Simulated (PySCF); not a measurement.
## Radial density of S (sulfur, neutral)

r2SCAN, [Ne] 3s2 3p4, high-spin 3P determinant. All numbers are calculated (PySCF 2.14, the spin-free X2C one-electron Hamiltonian (Gaussian nucleus), in x2c-SVPall).

```json
{"r (bohr)": "0.00159", "4πr²ρ (e/bohr)": "0.08535", "4πr²(ρα − ρβ)": "0.0000"}
{"r (bohr)": "0.00268", "4πr²ρ (e/bohr)": "0.2377", "4πr²(ρα − ρβ)": "0.0000"}
{"r (bohr)": "0.00451", "4πr²ρ (e/bohr)": "0.6443", "4πr²(ρα − ρβ)": "0.0000"}
{"r (bohr)": "0.00759", "4πr²ρ (e/bohr)": "1.643", "4πr²(ρα − ρβ)": "0.0001"}
{"r (bohr)": "0.0128", "4πr²ρ (e/bohr)": "3.805", "4πr²(ρα − ρβ)": "0.0003"}
{"r (bohr)": "0.0215", "4πr²ρ (e/bohr)": "8.033", "4πr²(ρα − ρβ)": "0.0008"}
{"r (bohr)": "0.0361", "4πr²ρ (e/bohr)": "14.06", "4πr²(ρα − ρβ)": "0.0031"}
{"r (bohr)": "0.0607", "4πr²ρ (e/bohr)": "18.39", "4πr²(ρα − ρβ)": "0.0137"}
{"r (bohr)": "0.102", "4πr²ρ (e/bohr)": "15.51", "4πr²(ρα − ρβ)": "0.0532"}
{"r (bohr)": "0.172", "4πr²ρ (e/bohr)": "12.02", "4πr²(ρα − ρβ)": "0.1503"}
{"r (bohr)": "0.289", "4πr²ρ (e/bohr)": "16.97", "4πr²(ρα − ρβ)": "0.2073"}
{"r (bohr)": "0.486", "4πr²ρ (e/bohr)": "13.63", "4πr²(ρα − ρβ)": "0.0383"}
{"r (bohr)": "0.818", "4πr²ρ (e/bohr)": "3.690", "4πr²(ρα − ρβ)": "0.2105"}
{"r (bohr)": "1.38", "4πr²ρ (e/bohr)": "3.542", "4πr²(ρα − ρβ)": "1.0876"}
{"r (bohr)": "2.31", "4πr²ρ (e/bohr)": "2.057", "4πr²(ρα − ρβ)": "0.7054"}
{"r (bohr)": "3.89", "4πr²ρ (e/bohr)": "0.2661", "4πr²(ρα − ρβ)": "0.1097"}
{"r (bohr)": "6.55", "4πr²ρ (e/bohr)": "0.0001855", "4πr²(ρα − ρβ)": "0.0001"}
```

Densities and radii are taken from the X2C orbitals without a picture-change correction, which distorts them close to the nucleus.
